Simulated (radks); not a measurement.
All-electron atom: B IV in 1s1 6p1 (not the ground configuration). Method: non-relativistic Kohn-Sham, LDA (Slater exchange, Perdew-Wang correlation), spin-polarised, spherical densities, point nucleus; open shells are filled with parallel spins first; computed with a radial shooting solver on a logarithmic mesh with Libxc functionals.

Radial electron density D(r) = 4 pi r^2 rho(r):

r (bohr)  D(r) (e/bohr)
0.02868          0.3043
0.03735          0.4731
0.04824          0.7078
0.06282           1.037
0.0818            1.454
0.1065            1.926
0.1376            2.356
0.1792            2.639
0.2333            2.614
0.3013            2.224
0.3924            1.540
0.5109           0.8219
0.6653           0.3169
0.8594          0.08495
1.119           0.01076
1.457          0.007400
1.897           0.02683
2.451           0.01672
3.192          0.002461
4.156           0.04247
5.411          0.005496
6.99            0.04696
9.102           0.02500
11.85           0.06353
15.31            0.1256
19.94           0.01316
25.96         0.0001043

D(r) has 5 maxima, at r = 0.202, 2.04, 4.29, 7.76, 14.1 bohr, and minima at 1.29 bohr, inside which lie 1.01 electrons.
